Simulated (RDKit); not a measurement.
RDKit input (UFF):

```python
from rdkit import Chem
from rdkit.Chem import AllChem, rdDetermineBonds

mol = Chem.MolFromXYZFile('mol.xyz')
rdDetermineBonds.DetermineBonds(mol, charge=1)
print('SMILES', Chem.MolToSmiles(Chem.RemoveHs(mol)))
ff = AllChem.UFFGetMoleculeForceField(mol)
e0 = ff.CalcEnergy()
flag = ff.Minimize(maxIts=5000, forceTol=1e-5)
print(f'energy {e0:.4f} -> {ff.CalcEnergy():.4f} kcal/mol, converged: {flag == 0}')
print(Chem.MolToXYZBlock(mol))
```
mol.xyz:
```
8

S      1.18037200    -1.81744600     0.12292600
Si     0.23250500     0.03540000     0.05391900
S     -2.03967100    -0.22093500    -0.51317400
Cl    -0.00373300     0.83186300     1.87743900
Cl     0.77946500     1.29693000    -1.40771300
H      1.47834800    -1.80806000    -1.19259200
H     -1.87268700    -0.99675700    -1.60616200
H     -2.29938300    -1.26616500     0.30251800
```

Output:

```
[05:44:03] UFFTYPER: Unrecognized charge state for atom: 2
SMILES S[Si]([SH2+])(Cl)Cl
energy 29.7186 -> -0.6995 kcal/mol, converged: True
8

S      1.317450   -1.678481    0.161302
Si     0.087921    0.078708    0.081228
S     -1.842235   -0.447598   -0.586695
Cl    -0.042023    0.928263    1.990231
Cl     0.931429    1.461920   -1.244848
H      1.142620   -1.924630   -1.213200
H     -1.750631   -1.008768   -1.833367
H     -2.389316   -1.354583    0.282511
```

The dipole moment of an ion depends on the origin.

The geometry given is a B3LYP-D3(BJ)/def2-TZVP minimum.
